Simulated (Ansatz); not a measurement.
Ge₃. Charge 0, multiplicity 1. Geometry PBE-D4/def2-TZVP; atoms count from 1.

```xyz
3

Ge    1.329   -0.835   -0.505
Ge   -0.421    1.536    0.424
Ge   -0.908   -0.702    0.081
```

At PBE0-D4/def2-TZVP a triplet of charge 0 lies 0.12 eV below the restricted singlet, each at its own geometry. The structure comes from a short search, and lower isomers may exist.

Question: Estimate the Mulliken populations from the PBE0/def2-TZVP orbitals of Ansatz.

Answer: 
```tsv
atom	charge (e)
Ge1	0.05
Ge2	0.05
Ge3	-0.09
```
Mulliken values depend strongly on the basis.

Question: And the Mayer bond orders between heavy atoms (over 0.3)?

Answer: Ge1–Ge2 0.91 (3.09 Å); Ge1–Ge3 1.61 (2.32 Å); Ge2–Ge3 1.61 (2.32 Å).
